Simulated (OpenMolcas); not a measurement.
## La I: input and output

Input:

```
&GATEWAY
Coord
1

La 0.0 0.0 0.0
Basis=ANO-R2
Group=XYZ
NoMove
AngMom=0.0 0.0 0.0
AMFI
&SEWARD
* reference wave functions (RASSCF and RASSI steps not shown): 3 electrons in 6 orbitals (5d 6s)
>>> COPY JOB001 $Project.JobIph
&CASPT2
Multistate=20 1 2 3 4 5 6 7 8 9 10 11 12 13 14 15 16 17 18 19 20
Frozen=9 9
IPEA=0.3
Imaginary=0.3
MaxIter=60
WThr=0.0 0.3 0.05
PrWF=0.5
NoMix
>>> COPY JOB002 $Project.JobIph
&CASPT2
Multistate=65 1 2 3 4 5 6 7 8 9 10 11 12 13 14 15 16 17 18 19 20 21 22
23 24 25 26 27 28 29 30 31 32 33 34 35 36 37 38 39 40 41 42 43 44 45 46
47 48 49 50 51 52 53 54 55 56 57 58 59 60 61 62 63 64 65
Frozen=9 9
IPEA=0.3
Imaginary=0.3
MaxIter=60
WThr=0.0 0.3 0.05
PrWF=0.5
NoMix
```

Launched by
```bash
OMP_NUM_THREADS=1 MOLCAS_MEM=2252 MOLCAS_PROJECT=a pymolcas a.inp > a.log  # once for each step of the input, in one work folder
```

Output, cut to the results:

```
--- CASPT2 ---
Orbital specifications:
      -----------------------

      Symmetry species                           1   2
                                                ag  au
      Frozen orbitals                            9   9
      Inactive orbitals                          6   3
      Active orbitals                            6   0
      Secondary orbitals                        21  20
      Deleted orbitals                           0   0
      Number of basis functions                 42  32
Type of calculation                        MS-CASPT2
      Fock operator                              state-specific
      IPEA shift                                 0.30
      Real shift                                 0.00
      Imaginary shift                            0.30
      The input orbitals will be transformed to quasi-canonical
Reference energy:       -8489.3090065590
      E2 (Non-variational):      -0.3488443762
      Shift correction:          -0.0042164241
      E2 (Variational):          -0.3530608003
      Total energy:           -8489.6620673593
      Residual norm:              0.0000004472
      Reference weight:           0.90972
      Contributions to the CASPT2 correlation energy
      Active & Virtual Only:         -0.0118990996
      One Inactive Excited:          -0.0790437654
      Two Inactive Excited:          -0.2579015112
Reference energy:       -8489.3090065590
      E2 (Non-variational):      -0.3490319108
      Shift correction:          -0.0042760157
      E2 (Variational):          -0.3533079265
      Total energy:           -8489.6623144855
      Residual norm:              0.0000004553
      Reference weight:           0.90950
      Contributions to the CASPT2 correlation energy
      Active & Virtual Only:         -0.0120065171
      One Inactive Excited:          -0.0790978382
      Two Inactive Excited:          -0.2579275555
::    CASPT2 Root  1     Total energy:  -8489.66206736
::    CASPT2 Root  2     Total energy:  -8489.66231449
::    CASPT2 Root  3     Total energy:  -8489.66240918
::    CASPT2 Root  4     Total energy:  -8489.66252780
::    CASPT2 Root  5     Total energy:  -8489.66228825
::    CASPT2 Root  6     Total energy:  -8489.66200266
::    CASPT2 Root  7     Total energy:  -8489.66209942
::    CASPT2 Root  8     Total energy:  -8489.64061447
::    CASPT2 Root  9     Total energy:  -8489.64061449
::    CASPT2 Root 10     Total energy:  -8489.64061438
::    CASPT2 Root 11     Total energy:  -8489.61639969
::    CASPT2 Root 12     Total energy:  -8489.61633736
::    CASPT2 Root 13     Total energy:  -8489.61660684
::    CASPT2 Root 14     Total energy:  -8489.61640549
::    CASPT2 Root 15     Total energy:  -8489.61650965
::    CASPT2 Root 16     Total energy:  -8489.61615558
::    CASPT2 Root 17     Total energy:  -8489.61635888
::    CASPT2 Root 18     Total energy:  -8489.59601477
::    CASPT2 Root 19     Total energy:  -8489.59601478
::    CASPT2 Root 20     Total energy:  -8489.59601485
::    MS-CASPT2 Root  1     Total energy:  -8489.66330607
::    MS-CASPT2 Root  2     Total energy:  -8489.66263143
::    MS-CASPT2 Root  3     Total energy:  -8489.66244773
::    MS-CASPT2 Root  4     Total energy:  -8489.66234931
::    MS-CASPT2 Root  5     Total energy:  -8489.66198186
::    MS-CASPT2 Root  6     Total energy:  -8489.66181463
::    MS-CASPT2 Root  7     Total energy:  -8489.66131718
::    MS-CASPT2 Root  8     Total energy:  -8489.64058515
::    MS-CASPT2 Root  9     Total energy:  -8489.64056757
::    MS-CASPT2 Root 10     Total energy:  -8489.64055309
--- CASPT2 ---
Orbital specifications:
      -----------------------

      Symmetry species                           1   2
                                                ag  au
      Frozen orbitals                            9   9
      Inactive orbitals                          6   3
      Active orbitals                            6   0
      Secondary orbitals                        21  20
      Deleted orbitals                           0   0
      Number of basis functions                 42  32
Type of calculation                        MS-CASPT2
      Fock operator                              state-specific
      IPEA shift                                 0.30
      Real shift                                 0.00
      Imaginary shift                            0.30
      The input orbitals will be transformed to quasi-canonical
Reference energy:       -8489.3096458716
      E2 (Non-variational):      -0.3544215339
      Shift correction:          -0.0063383956
      E2 (Variational):          -0.3607599295
      Total energy:           -8489.6704058011
      Residual norm:              0.0000003766
      Reference weight:           0.90251
      Contributions to the CASPT2 correlation energy
      Active & Virtual Only:         -0.0166113824
      One Inactive Excited:          -0.0730142766
      Two Inactive Excited:          -0.2647958749
Reference energy:       -8489.3096458716
      E2 (Non-variational):      -0.3544393740
      Shift correction:          -0.0063768820
      E2 (Variational):          -0.3608162559
      Total energy:           -8489.6704621275
      Residual norm:              0.0000003833
      Reference weight:           0.90242
      Contributions to the CASPT2 correlation energy
      Active & Virtual Only:         -0.0166426525
      One Inactive Excited:          -0.0730000433
      Two Inactive Excited:          -0.2647966781
::    CASPT2 Root  1     Total energy:  -8489.67040580
::    CASPT2 Root  2     Total energy:  -8489.67046213
::    CASPT2 Root  3     Total energy:  -8489.67089755
::    CASPT2 Root  4     Total energy:  -8489.67057999
::    CASPT2 Root  5     Total energy:  -8489.67044536
::    CASPT2 Root  6     Total energy:  -8489.63301159
::    CASPT2 Root  7     Total energy:  -8489.63301160
::    CASPT2 Root  8     Total energy:  -8489.63301166
::    CASPT2 Root  9     Total energy:  -8489.63608077
...
```

Levels above the lowest, from the spin-orbit matrix with the single-state CASPT2 energies, averaged by term, on its diagonal:

| Configuration | Term | J | E (cm-1) | Measured (cm-1) | Term weight % |
| --- | --- | --- | --- | --- | --- |
| 5d 6s2 | 2D | 3/2 | 0.0 | 0.0 | 95 |
| 5d 6s2 | 2D | 5/2 | 735 | 1053 | 95 |
| 5d2 6s | 4F | 3/2 | 1567 | 2668 | 95 |
| 5d2 6s | 4F | 5/2 | 1902 | 3010 | 95 |
| 5d2 6s | 4F | 7/2 | 2340 | 3495 | 100 |
| 5d2 6s | 4F | 9/2 | 2960 | 4122 | 100 |
| 5d2 6s | 4P | 1/2 | 6700 | 7231 | 99 |
| 5d2 6s | 4P | 3/2 | 6950 | 7491 | 99 |
| 5d2 6s | 4P | 5/2 | 7180 |  | 85 |
| 5d2 6s | 2F | 5/2 | 7500 |  | 90 |
| 5d2 6s | 2D | 3/2 | 8210 | 8446 | 67 |
| 5d2 6s | 2F | 7/2 | 8340 | 8052 | 96 |
| 5d2 6s | 2P | 1/2 | 8480 | 9044 | 99 |
| 5d2 6s | 2D | 5/2 | 8990 | 9184 | 89 |
| 5d2 6s | 2P | 3/2 | 9200 | 9719 | 67 |
| 5d2 6s | 2G | 7/2 | 9750 | 9961 | 96 |
| 5d2 6s | 2G | 9/2 | 9800 | 9920 | 99 |
| 5d3 | 4F | 3/2 | 11530 | 12431 | 99 |
| 5d3 | 4F | 5/2 | 11910 | 12787 | 99 |
| 5d3 | 4F | 7/2 | 12410 | 13238 | 99 |
| 5d3 | 4F | 9/2 | 12990 | 13747 | 98 |
| 5d3 | 4P | 1/2 | 16540 | 16617 | 99 |
| 5d3 | 4P | 3/2 | 16710 | 16735 | 98 |
| 5d3 | 4P | 5/2 | 17080 | 17099 | 99 |

Against the 21 measured excited levels shown (NIST Handbook of Basic Atomic Spectroscopic Data) the mean absolute deviation is 550 cm-1; the largest miss in energy is 5d2 6s 4F 9/2: computed 2960, measured 4122 cm-1 (-28.3 %), and the largest in proportion 5d2 6s 4F 3/2 (-41.3 %).

CASPT2 does not keep the components of a term degenerate, so their means are used; among the terms shown or strongly mixed into the levels shown the widest spread is 190 cm-1 (5d2 6s 2F). Some levels mix across a computed gap that differs much from the measured one, so their mixing is not that of the real levels. Configurations are named by rounded mean occupations; where the s occupation lies near a half they are strongly mixed, a name can repeat and a true partner stay unpaired. A single d shell beside an s shell can misplace configurations of different d count against each other. Computed and measured levels are paired by configuration, term and J; levels that our copy of the source lacks, or whose pairing is in doubt (as where it misses far off the trend of its configuration), stay unpaired and out of the deviations. Only configurations of the active space appear. The first state left out of the spin-orbit step lies near 35000 cm-1 above the lowest spin-free state of the reference (among the parities and spins computed), and the list stops at four fifths of that energy or lower. The table shows the lowest 24 of 35 levels.

The CASPT2 steps took 47 s on 1 thread of Intel(R) Xeon(R) Platinum 8488C (Sapphire Rapids) (shared host); the integral step is not counted.

The term weight is that of the spin-free term in the level, not the purity of its configuration.
